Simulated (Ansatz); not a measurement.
Geometry optimisation, Ansatz, UKS CAM-B3LYP/6-31G.

Input file:

```yaml
crystal:
  periodic: [false, false, false]
  atoms:
    - { symbol: Al, position_ang: [-1.283485, -0.089496, -0.42665] }
    - { symbol: Si, position_ang: [1.574216, -0.098029, 1.799523] }
    - { symbol: C, position_ang: [-0.307799, -0.391301, -2.09478] }
    - { symbol: O, position_ang: [-1.997012, 1.445561, -0.193754] }
    - { symbol: H, position_ang: [0.329754, -0.520893, 1.174846] }
    - { symbol: H, position_ang: [-1.430136, -1.162001, 0.673894] }
    - { symbol: H, position_ang: [2.109308, 1.12635, 1.122145] }
    - { symbol: H, position_ang: [1.299223, 0.207416, 3.240789] }
    - { symbol: H, position_ang: [2.575533, -1.204872, 1.694451] }
    - { symbol: H, position_ang: [-0.94914, -0.890766, -2.835257] }
    - { symbol: H, position_ang: [0.027379, 0.553525, -2.53742] }
    - { symbol: H, position_ang: [0.568205, -1.033124, -1.940506] }
    - { symbol: H, position_ang: [-2.516046, 2.05763, 0.32272] }
magnetization:
  spin_polarized: true
basis:
  gaussian: { orbitals: "6-31G" }
hamiltonian:
  xc: cam_b3lyp
relax:
  f_tol: 0.03
  max_steps: 50
```

Command:

```bash
$ ansatz run input.yaml --threads 2 --pin off --max-ram 3072MiB --backend cpu --events-out ev --progress --plain --runs-dir out
```

Task: Where does it end, and by what steps?

Result: It converged. The force dipped under the threshold on the way, but the program's further checks kept it going. Limits of this set-up: no polarisation functions. After 22 steps the energy has fallen by 0.282 eV; H13 moved furthest, 1.10 Å.

```tsv
step	energy less start (eV)	largest force component (eV/Å)	accepted
0	0.0000	0.927	yes
1	-0.1404	0.297	yes
2	-0.1910	0.205	yes
3	-0.2226	0.088	yes
4	-0.2302	0.148	yes
5	-0.2342	0.133	yes
6	-0.2362	0.102	yes
7	-0.2384	0.062	yes
8	-0.2399	0.081	yes
9	-0.2386	0.248	no
10	-0.2425	0.026	yes
11	-0.2444	0.167	yes
12	-0.2468	0.122	yes
13	-0.2523	0.153	yes
14	-0.2564	0.272	yes
15	-0.2645	0.252	yes
16	-0.2630	0.569	no
17	-0.2744	0.075	yes
18	-0.2765	0.034	yes
19	-0.2803	0.069	yes
20	-0.2810	0.075	yes
21	-0.2818	0.037	yes
22	-0.2820	0.013	yes
```

```xyz
13
Properties=species:S:1:pos:R:3
Al -1.313 -0.278 -0.459
Si 1.508 0.151 1.748
C -0.404 -0.488 -2.175
O -1.310 1.292 0.249
H 0.788 -0.786 0.817
H -2.153 -1.429 0.274
H 1.958 1.350 0.986
H 0.583 0.538 2.854
H 2.688 -0.580 2.310
H -1.096 -0.306 -3.007
H 0.418 0.227 -2.275
H -0.003 -1.499 -2.298
H -1.665 1.809 0.974
```

Whether the end is a true minimum wasn't checked by a vibrational analysis.

The run took 3 min on 2 threads of Intel(R) Xeon(R) Processor @ 2.50GHz (Skylake/Cascade Lake), with other jobs on the host, peak memory 0.25 GiB.
